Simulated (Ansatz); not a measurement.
Input for Ansatz (a quantum-chemistry and plane-wave program): R-CCSD(T)/def2-TZVPPD on AsH3 (SMILES [AsH3]) with ghost functions, monomers drawn apart or pushed together. Files ending in .json are basis or fitting sets from the Basis Set Exchange. The run froze 14 orbitals, filled d shells among them.

Ansatz 0.2 input:
```yaml
crystal:
  periodic: [false, false, false]
  atoms:
    - {symbol: As, position_ang: [-1.02539126, -0.93567821, 3.69376337]}
    - {symbol: H, position_ang: [-0.56028655, -0.43569575, 5.04159914]}
    - {symbol: H, position_ang: [-0.80627576, -2.40715469, 3.95784847]}
    - {symbol: H, position_ang: [-2.50669867, -0.91412123, 3.99079856]}
basis:
  gaussian:
    orbitals: def2-TZVPPD.json
    ghost_atoms:
      - {symbol: Al, position_ang: [0.28219905, 0.62545735, 0.56096258]}
      - {symbol: H, position_ang: [-0.54047815, -0.29260812, -0.44148129]}
      - {symbol: H, position_ang: [-0.24747156, 2.09128831, 0.86980076]}
      - {symbol: H, position_ang: [1.81159463, 0.28935591, 0.83026113]}
magnetization: {spin_polarized: false}
correlation: {method: ccsd_t, electrons: outside_noble_gas}
scf: {lower_state_search: off}
```

Program output:

```
WARN ansatz: RAYON_NUM_THREADS=2 ignored (pool sized by the plan → 2); use --threads N
Functional definition: HF
these checks for a lower state are left out or cut short: stability, starts, cluster_reference, orbital_swaps, neighbouring_geometries, increment
integrals: 0.84 GiB planned
1145 factors; integrals over basis functions are off by at most 1.3e-3 eV
mean field: 0.64 GiB planned
mean field evaluation 1: about -60842.2560 eV, gradient 9.0e0 eV
mean field evaluation 2: about -60842.2953 eV, gradient 9.1e0 eV
mean field evaluation 4: about -60842.8031 eV, gradient 7.3e-1 eV
mean field evaluation 8: about -60842.8072 eV, gradient 1.7e-1 eV
mean field -60842.80743286 eV, -2235.9319324215 hartree, gradient 8.4e-7 eV, S^2 0.000000; 0 other end points of the search recorded, 0 dependent functions left out
14 core orbitals not correlated
reference -60842.80743286 eV, -2235.9319324215 hartree; 4, 4 occupied and 186, 186 virtual orbitals, 1145 factors
second order -4.27768465 eV of doubles, -0.00000000 eV of singles
coupled cluster: 2.07 GiB planned
cycle   1  -4.80326413 eV  change   -5.3e-1 eV  update   5.6e-2
cycle   2  -4.99825594 eV  change   -1.9e-1 eV  update   1.9e-2
cycle   3  -5.00877291 eV  change   -1.1e-2 eV  update   5.2e-3
cycle   4  -5.00738139 eV  change    1.4e-3 eV  update   1.8e-3
cycle   5  -5.00688194 eV  change    5.0e-4 eV  update   5.0e-4
cycle   6  -5.00687445 eV  change    7.5e-6 eV  update   1.6e-4
cycle   7  -5.00690977 eV  change   -3.5e-5 eV  update   6.2e-5
cycle   8  -5.00691690 eV  change   -7.1e-6 eV  update   2.2e-5
cycle   9  -5.00691468 eV  change    2.2e-6 eV  update   7.4e-6
perturbative correction -0.15820596 eV, -0.0058139619 hartree
Total energy: -60847.97255350 eV, -2236.1217471041 hartree
Checks for a lower state left out: stability, starts, cluster_reference, orbital_swaps, neighbouring_geometries, increment
```

The calculation finished and met its thresholds.

Cost: very roughly 40 core-seconds.
